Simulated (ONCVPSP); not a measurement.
Configuration tests for Cr (Z = 24) (ONCV)

```
Element                 : Cr
Generator               : ONCVPSP 4.0.1
Type                    : optimised norm-conserving Vanderbilt (ONCV)
Functional              : PBE
Relativity              : scalar-relativistic
Frozen core             : [Ne]
Valence charge          : 14
Reference configuration : 3s2 3p6 3d5 4s1
Partial waves           : 3s+4s: rc 1.45 bohr, ncon 5, nbas 8, qcut 6.4 1/bohr, 2 projectors; 3p: rc 1.10 bohr, ncon 5, nbas 9, qcut 13.5 1/bohr, 2 projectors, debl 3.8 Ha; 3d: rc 2.05 bohr, ncon 4, nbas 8, qcut 7.6 1/bohr, 2 projectors, debl 3.6 Ha
Local potential         : polynomial inside 0.85 bohr (lpopt 5, dvloc0 6 Ha)
Core correction         : Teter function, fcfact 5, rcfact 1.75
```

Energies are relative to the spin-unpolarised reference configuration 3s2 3p6 3d5 4s1; without spin polarisation the order of configurations can differ from experiment. Not all tests gave a result: 1 of 4 tests not solved or not reliable.

| valence configuration | charge | ΔE all-electron (eV) | error AE − PS (meV) |
| --- | --- | --- | --- |
| 3s2 3p6 3d5 4s0 | +1 | 6.902 | +7.8 |
| 3s2 3p6 3d4 4s0 | +2 | 22.954 | +11 |
| 3s2 3p6 3d4 4s1 | +1 | 7.988 | +36 |

Levels in the configuration 3s2 3p6 3d4 4s1:

| level | all-electron (eV) | pseudo (eV) |
| --- | --- | --- |
| 3s | -85.879 | -85.771 |
| 3p | -57.196 | -57.126 |
| 3d | -13.805 | -13.693 |
| 4s | -11.405 | -11.427 |
